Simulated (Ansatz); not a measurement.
A short molecular-dynamics run on AsH₄In (`[AsH2][InH2]`).

```yaml
crystal:
  periodic: [false, false, false]
  atoms:
    - {symbol: As, position_ang: [0.519606, -1.467544, 0.338003]}
    - {symbol: In, position_ang: [0.173809, 1.069350, -0.057590]}
    - {symbol: H, position_ang: [-0.809767, -1.585764, 1.070326]}
    - {symbol: H, position_ang: [-0.098973, -1.814509, -1.008953]}
    - {symbol: H, position_ang: [0.582076, 1.742816, -1.593285]}
    - {symbol: H, position_ang: [-0.366741, 2.055651, 1.251499]}
basis:
  gaussian: {orbitals: def2-SVP}
hamiltonian: {xc: {name: r2SCAN}, dispersion: d3bjatm}
md: {timestep: 0.5 fs, n_steps: 30, ensemble: nvt_langevin, temperature: 700, initial_velocities: maxwell_boltzmann, friction: 0.01, seed: 359}
```

```sh
$ ansatz run in.yaml --threads 2 --pin off --events-out ev --progress --plain --max-ram 4352MiB
```

| step | time (fs) | potential energy (eV) | kinetic (eV) | T (K) | conserved (eV) |
| --- | --- | --- | --- | --- | --- |
| 0 | 0.0 | -66074.0645 | 0.4524 | 583 | – |
| 1 | 0.5 | -66074.0573 | 0.4466 | 576 | – |
| 2 | 1.0 | -66074.0408 | 0.4661 | 601 | – |
| 3 | 1.5 | -66074.0167 | 0.4153 | 535 | – |
| 4 | 2.0 | -66073.9885 | 0.4264 | 550 | – |
| 5 | 2.5 | -66073.9591 | 0.3599 | 464 | – |
| 6 | 3.0 | -66073.9332 | 0.3313 | 427 | – |
| 7 | 3.5 | -66073.9125 | 0.3225 | 416 | – |
| 8 | 4.0 | -66073.9008 | 0.3101 | 400 | – |
| 9 | 4.5 | -66073.8988 | 0.3554 | 458 | – |
| 10 | 5.0 | -66073.9044 | 0.4042 | 521 | – |
| 11 | 5.5 | -66073.9165 | 0.4183 | 539 | – |
| 12 | 6.0 | -66073.9316 | 0.4462 | 575 | – |
| 13 | 6.5 | -66073.9459 | 0.4826 | 622 | – |
| 14 | 7.0 | -66073.9585 | 0.5047 | 651 | – |
| 15 | 7.5 | -66073.9668 | 0.4904 | 632 | – |
| 16 | 8.0 | -66073.9683 | 0.4986 | 643 | – |
| 17 | 8.5 | -66073.9619 | 0.4764 | 614 | – |
| 18 | 9.0 | -66073.9477 | 0.4771 | 615 | – |
| 19 | 9.5 | -66073.9266 | 0.4568 | 589 | – |
| 20 | 10.0 | -66073.9002 | 0.4128 | 532 | – |
| 21 | 10.5 | -66073.8699 | 0.3889 | 501 | – |
| 22 | 11.0 | -66073.8377 | 0.3484 | 449 | – |
| 23 | 11.5 | -66073.8051 | 0.3438 | 443 | – |
| 24 | 12.0 | -66073.7747 | 0.2905 | 375 | – |
| 25 | 12.5 | -66073.7495 | 0.2507 | 323 | – |
| 26 | 13.0 | -66073.7309 | 0.2173 | 280 | – |
| 27 | 13.5 | -66073.7202 | 0.2101 | 271 | – |
| 28 | 14.0 | -66073.7168 | 0.2096 | 270 | – |
| 29 | 14.5 | -66073.7180 | 0.2141 | 276 | – |
| 30 | 15.0 | -66073.7228 | 0.1981 | 255 | – |

Velocities are drawn at the set temperature; a run this short doesn't reach equilibrium.

Frames (Å, forces in eV/Å):

```xyz
6
time=0.0 fs
As    0.520   -1.468    0.338    0.071   -0.110    0.036
In    0.174    1.069   -0.058   -0.031    0.029   -0.013
H    -0.810   -1.586    1.070   -0.029    0.004    0.012
H    -0.099   -1.815   -1.009   -0.017    0.000   -0.027
H     0.582    1.743   -1.593    0.027    0.031   -0.073
H    -0.367    2.056    1.251   -0.020    0.046    0.066
6
time=0.5 fs
As    0.519   -1.469    0.338   -0.015   -0.101    0.141
In    0.174    1.071   -0.058   -0.018   -0.187    0.004
H    -0.811   -1.605    1.084    0.097    0.025   -0.098
H    -0.086   -1.826   -1.011   -0.052   -0.001   -0.029
H     0.596    1.735   -1.575    0.077    0.101   -0.248
H    -0.369    2.045    1.237   -0.089    0.163    0.230
6
time=1.0 fs
As    0.519   -1.470    0.338   -0.104   -0.101    0.232
In    0.174    1.072   -0.058   -0.009   -0.411    0.032
H    -0.812   -1.626    1.096    0.217    0.050   -0.200
H    -0.073   -1.839   -1.013   -0.078    0.002   -0.021
H     0.611    1.726   -1.557    0.136    0.178   -0.441
H    -0.370    2.035    1.222   -0.162    0.282    0.399
6
time=1.5 fs
As    0.519   -1.471    0.338   -0.189   -0.109    0.294
In    0.174    1.073   -0.058   -0.004   -0.632    0.063
H    -0.813   -1.646    1.107    0.319    0.076   -0.289
H    -0.062   -1.853   -1.015   -0.091    0.012    0.003
H     0.627    1.717   -1.539    0.200    0.255   -0.635
H    -0.371    2.027    1.207   -0.235    0.398    0.564
6
time=2.0 fs
As    0.518   -1.472    0.338   -0.255   -0.119    0.341
In    0.174    1.075   -0.058    0.005   -0.839    0.072
H    -0.813   -1.666    1.117    0.399    0.101   -0.362
H    -0.051   -1.869   -1.016   -0.101    0.025    0.028
H     0.644    1.708   -1.524    0.261    0.322   -0.803
H    -0.373    2.019    1.194   -0.309    0.512    0.723
6
time=2.5 fs
As    0.518   -1.473    0.338   -0.298   -0.128    0.376
In    0.173    1.076   -0.059    0.023   -1.027    0.044
H    -0.811   -1.686    1.126    0.456    0.124   -0.422
H    -0.040   -1.884   -1.018   -0.111    0.036    0.051
H     0.661    1.699   -1.512    0.311    0.370   -0.928
H    -0.373    2.011    1.183   -0.381    0.624    0.878
6
time=3.0 fs
As    0.518   -1.474    0.338   -0.322   -0.135    0.398
In    0.173    1.078   -0.059    0.044   -1.177   -0.001
H    -0.808   -1.706    1.133    0.493    0.147   -0.470
H    -0.028   -1.898   -1.020   -0.120    0.047    0.074
H     0.677    1.691   -1.503    0.348    0.400   -1.007
H    -0.372    2.005    1.175   -0.442    0.718    1.005
6
time=3.5 fs
As    0.517   -1.475    0.338   -0.334   -0.143    0.409
In    0.173    1.079   -0.059    0.066   -1.291   -0.061
H    -0.804   -1.727    1.137    0.515    0.169   -0.503
H    -0.017   -1.911   -1.021   -0.126    0.057    0.094
H     0.694    1.684   -1.498    0.371    0.413   -1.043
H    -0.372    2.000    1.168   -0.492    0.795    1.105
6
time=4.0 fs
As    0.517   -1.476    0.338   -0.319   -0.149    0.383
In    0.173    1.081   -0.059    0.105   -1.366   -0.171
H    -0.800   -1.747    1.139    0.503    0.186   -0.510
H    -0.006   -1.925   -1.023   -0.124    0.072    0.123
H     0.712    1.680   -1.496    0.368    0.398   -1.009
H    -0.374    1.995    1.164   -0.533    0.858    1.184
6
time=4.5 fs
As    0.516   -1.477    0.338   -0.270   -0.146    0.342
In    0.173    1.082   -0.060    0.148   -1.394   -0.293
H    -0.793   -1.766    1.137    0.458    0.195   -0.495
H     0.006   -1.939   -1.026   -0.124    0.087    0.146
H     0.732    1.676   -1.497    0.346    0.364   -0.921
H    -0.378    1.992    1.160   -0.558    0.893    1.221
6
time=5.0 fs
As    0.515   -1.478    0.337   -0.194   -0.134    0.301
In    0.172    1.084   -0.060    0.174   -1.376   -0.382
H    -0.785   -1.787    1.135    0.393    0.201   -0.469
H     0.021   -1.953   -1.027   -0.129    0.098    0.158
H     0.753    1.674   -1.499    0.312    0.324   -0.810
H    -0.384    1.990    1.161   -0.556    0.887    1.202
6
time=5.5 fs
As    0.514   -1.480    0.337   -0.105   -0.123    0.239
In    0.172    1.085   -0.060    0.187   -1.312   -0.442
H    -0.775   -1.810    1.132    0.311    0.205   -0.432
H     0.034   -1.967   -1.029   -0.129    0.111    0.178
H     0.774    1.673   -1.504    0.264    0.275   -0.672
H    -0.390    1.991    1.165   -0.528    0.843    1.129
6
time=6.0 fs
As    0.514   -1.481    0.337   -0.019   -0.113    0.165
In    0.172    1.087   -0.060    0.178   -1.215   -0.454
H    -0.765   -1.835    1.127    0.227    0.210   -0.387
H     0.046   -1.980   -1.031   -0.122    0.127    0.200
H     0.794    1.673   -1.508    0.212    0.227   -0.532
H    -0.398    1.994    1.172   -0.475    0.764    1.007
6
time=6.5 fs
As    0.513   -1.482    0.336    0.067   -0.100    0.101
In    0.172    1.088   -0.061    0.162   -1.098   -0.447
H    -0.755   -1.861    1.122    0.145    0.215   -0.340
H     0.058   -1.992   -1.033   -0.118    0.140    0.211
H     0.815    1.673   -1.513    0.152    0.177   -0.383
H    -0.406    1.997    1.181   -0.409    0.667    0.858
6
time=7.0 fs
As    0.512   -1.484    0.336    0.158   -0.077    0.059
In    0.172    1.090   -0.061    0.143   -0.959   -0.431
H    -0.745   -1.887    1.116    0.067    0.218   -0.297
H     0.071   -2.003   -1.033   -0.120    0.143    0.202
H     0.836    1.674   -1.521    0.081    0.122   -0.215
H    -0.416    2.001    1.192   -0.329    0.553    0.682
6
time=7.5 fs
As    0.511   -1.486    0.336    0.248   -0.042    0.047
In    0.173    1.091   -0.061    0.112   -0.803   -0.384
H    -0.735   -1.912    1.112   -0.003    0.220   -0.260
H     0.084   -2.012   -1.033   -0.132    0.137    0.170
H     0.856    1.676   -1.529    0.009    0.068   -0.053
H    -0.427    2.008    1.206   -0.234    0.420    0.480
6
time=8.0 fs
As    0.510   -1.487    0.335    0.339    0.003    0.065
In    0.173    1.093   -0.062    0.073   -0.646   -0.315
H    -0.725   -1.936    1.107   -0.068    0.222   -0.225
H     0.097   -2.020   -1.031   -0.149    0.119    0.111
H     0.877    1.679   -1.536   -0.060    0.021    0.094
H    -0.439    2.016    1.221   -0.135    0.282    0.271
6
time=8.5 fs
As    0.509   -1.488    0.335    0.441    0.058    0.092
In    0.173    1.094   -0.062    0.025   -0.498   -0.225
H    -0.714   -1.961    1.103   -0.140    0.219   -0.185
H     0.109   -2.027   -1.028   -0.170    0.095    0.035
H     0.898    1.681   -1.540   -0.121   -0.018    0.217
H    -0.452    2.024    1.236   -0.035    0.146    0.065
6
time=9.0 fs
As    0.508   -1.490    0.334    0.543    0.118    0.118
In    0.173    1.095   -0.062   -0.032   -0.366   -0.112
H    -0.702   -1.985    1.100   -0.214    0.211   -0.145
H     0.122   -2.033   -1.025   -0.190    0.069   -0.036
H     0.919    1.684   -1.542   -0.169   -0.047    0.308
H    -0.466    2.034    1.252    0.062    0.014   -0.132
6
time=9.5 fs
As    0.508   -1.491    0.334    0.620    0.170    0.152
In    0.173    1.097   -0.063   -0.090   -0.250    0.005
H    -0.691   -2.008    1.098   -0.264    0.209   -0.124
H     0.136   -2.040   -1.023   -0.209    0.046   -0.097
H     0.939    1.686   -1.542   -0.211   -0.067    0.379
H    -0.481    2.043    1.268    0.154   -0.107   -0.315
6
time=10.0 fs
As    0.507   -1.492    0.333    0.660    0.209    0.213
In    0.173    1.098   -0.063   -0.138   -0.151    0.103
H    -0.682   -2.031    1.097   -0.276    0.219   -0.129
H     0.151   -2.045   -1.022   -0.230    0.020   -0.159
H     0.958    1.687   -1.541   -0.251   -0.086    0.446
H    -0.494    2.050    1.284    0.236   -0.210   -0.474
6
time=10.5 fs
As    0.506   -1.492    0.333    0.691    0.246    0.277
In    0.173    1.099   -0.063   -0.175   -0.066    0.187
H    -0.674   -2.051    1.095   -0.282    0.229   -0.138
H     0.166   -2.049   -1.021   -0.250   -0.007   -0.219
H     0.978    1.688   -1.540   -0.292   -0.103    0.508
H    -0.508    2.057    1.300    0.308   -0.299   -0.616
6
time=11.0 fs
As    0.506   -1.493    0.332    0.720    0.277    0.316
In    0.173    1.101   -0.063   -0.200    0.010    0.257
H    -0.667   -2.070    1.093   -0.294    0.237   -0.140
H     0.179   -2.052   -1.021   -0.262   -0.027   -0.262
H     0.999    1.691   -1.538   -0.334   -0.123    0.566
H    -0.520    2.063    1.316    0.371   -0.375   -0.738
6
time=11.5 fs
As    0.505   -1.494    0.332    0.733    0.295    0.342
In    0.173    1.102   -0.063   -0.211    0.075    0.299
H    -0.661   -2.088    1.089   -0.298    0.249   -0.146
H     0.191   -2.055   -1.022   -0.266   -0.039   -0.288
H     1.020    1.697   -1.535   -0.380   -0.147    0.628
H    -0.532    2.068    1.328    0.422   -0.433   -0.834
6
time=12.0 fs
As    0.504   -1.495    0.331    0.744    0.305    0.342
In    0.173    1.103   -0.063   -0.211    0.123    0.321
H    -0.656   -2.105    1.085   -0.304    0.259   -0.151
H     0.202   -2.058   -1.024   -0.266   -0.042   -0.290
H     1.041    1.702   -1.531   -0.425   -0.172    0.683
H    -0.543    2.071    1.338    0.462   -0.474   -0.905
6
time=12.5 fs
As    0.503   -1.496    0.331    0.754    0.312    0.330
In    0.173    1.105   -0.063   -0.208    0.153    0.341
H    -0.652   -2.120    1.083   -0.312    0.268   -0.154
H     0.211   -2.061   -1.026   -0.263   -0.041   -0.282
H     1.061    1.707   -1.526   -0.461   -0.191    0.720
H    -0.553    2.073    1.345    0.490   -0.500   -0.954
6
time=13.0 fs
As    0.502   -1.497    0.331    0.743    0.306    0.319
In    0.173    1.106   -0.062   -0.197    0.165    0.353
H    -0.648   -2.134    1.080   -0.302    0.283   -0.168
H     0.219   -2.063   -1.029   -0.258   -0.036   -0.264
H     1.079    1.712   -1.518   -0.490   -0.205    0.742
H    -0.559    2.072    1.350    0.505   -0.512   -0.982
6
time=13.5 fs
As    0.501   -1.497    0.331    0.714    0.286    0.298
In    0.173    1.107   -0.062   -0.178    0.158    0.358
H    -0.647   -2.146    1.078   -0.278    0.303   -0.194
H     0.228   -2.066   -1.033   -0.252   -0.024   -0.223
H     1.097    1.715   -1.509   -0.511   -0.214    0.750
H    -0.563    2.069    1.352    0.506   -0.510   -0.988
6
time=14.0 fs
As    0.500   -1.498    0.330    0.681    0.260    0.259
In    0.173    1.108   -0.062   -0.159    0.135    0.359
H    -0.647   -2.157    1.076   -0.252    0.323   -0.223
H     0.238   -2.068   -1.038   -0.244   -0.004   -0.161
H     1.112    1.719   -1.498   -0.523   -0.219    0.742
H    -0.564    2.065    1.352    0.497   -0.495   -0.974
6
time=14.5 fs
As    0.498   -1.499    0.330    0.655    0.238    0.212
In    0.173    1.110   -0.061   -0.140    0.098    0.359
H    -0.647   -2.167    1.073   -0.234    0.337   -0.246
H     0.248   -2.071   -1.044   -0.236    0.016   -0.097
H     1.126    1.721   -1.485   -0.527   -0.218    0.721
H    -0.566    2.059    1.349    0.482   -0.473   -0.949
6
time=15.0 fs
As    0.497   -1.500    0.330    0.640    0.228    0.179
In    0.173    1.111   -0.061   -0.124    0.051    0.359
H    -0.647   -2.176    1.069   -0.222    0.347   -0.264
H     0.259   -2.073   -1.048   -0.232    0.029   -0.051
H     1.139    1.722   -1.471   -0.522   -0.212    0.689
H    -0.566    2.052    1.344    0.460   -0.443   -0.911
```

Run time 73 s (2 threads of an Arm Neoverse V1 on a shared host); peak host memory 0.32 GiB.
